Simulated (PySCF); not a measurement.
# Magnetic susceptibility: `C=C1[C@@H](Br)[C@@H]1CC`, C₆H₉Br

Geometry (Å), atoms numbered from 1 in this order:
```xyz
16

C    -2.383   -1.091    0.805
C    -1.370   -0.661    0.097
C    -0.492   -0.867   -1.053
Br   -1.194   -0.648   -2.849
C    -0.336    0.349   -0.163
C     0.893    0.472    0.712
C     2.060    1.078   -0.061
H    -2.910   -1.995    0.544
H    -2.729   -0.557    1.674
H     0.257   -1.647   -1.041
H    -0.675    1.296   -0.575
H     1.167   -0.516    1.089
H     0.653    1.102    1.572
H     2.309    0.462   -0.922
H     1.803    2.074   -0.417
H     2.939    1.156    0.574
```

Theory: GIAO HF/pcSseg-1 magnetisability, rotational g tensor and spin-rotation constants, non-relativistic, gas phase (PySCF). Geometry: GFN2-xTB.

The calculation is non-relativistic, which matters for the atoms heavier than Zn.

Task: How diamagnetic is it, and how anisotropic?

Result: Isotropic -1574 × 10⁻³⁰ J/T², or -94.8 × 10⁻⁶ cm³/mol; principal values -1787, -1480, -1456 × 10⁻³⁰ J/T², anisotropy 320 × 10⁻³⁰ J/T² (root of half the summed squared differences of the principal values). The susceptibility is in cgs units.

Task: Split it along the inertial axes a, b, c into diamagnetic and paramagnetic parts about the centre of mass, with the quadrupole moment.

Result: 
| axis | χ (10⁻⁶ cm³/mol) | diamagnetic (10⁻⁶ cm³/mol) | paramagnetic (10⁻⁶ cm³/mol) | summed x² of all electrons (Å²) | quadrupole Θ (D Å) |
| --- | --- | --- | --- | --- | --- |
| a | -100.0 | -653.4 | 553.4 | 257.2 | -0.69 |
| b | -89.2 | -1188.4 | 1099.2 | 131.1 | +0.72 |
| c | -95.2 | -1647.8 | 1552.6 | 22.9 | -0.03 |

Anisotropies 2χaa − χbb − χcc = -15.6 and 2χbb − χaa − χcc = +16.8 × 10⁻⁶ cm³/mol. Θ is traceless in Buckingham's convention.

Task: And the rotational g tensor?

Result: 
| axis | rotational constant (GHz) | g | nuclear part | electronic part |
| --- | --- | --- | --- | --- |
| a | 2.3126 | +0.0023 | 0.6035 | -0.6012 |
| b | 1.0592 | -0.0047 | 0.5422 | -0.5469 |
| c | 0.7577 | -0.0011 | 0.5515 | -0.5526 |

Asymmetric top; isotopes 79Br, 12C, 1H; no vibrational averaging.
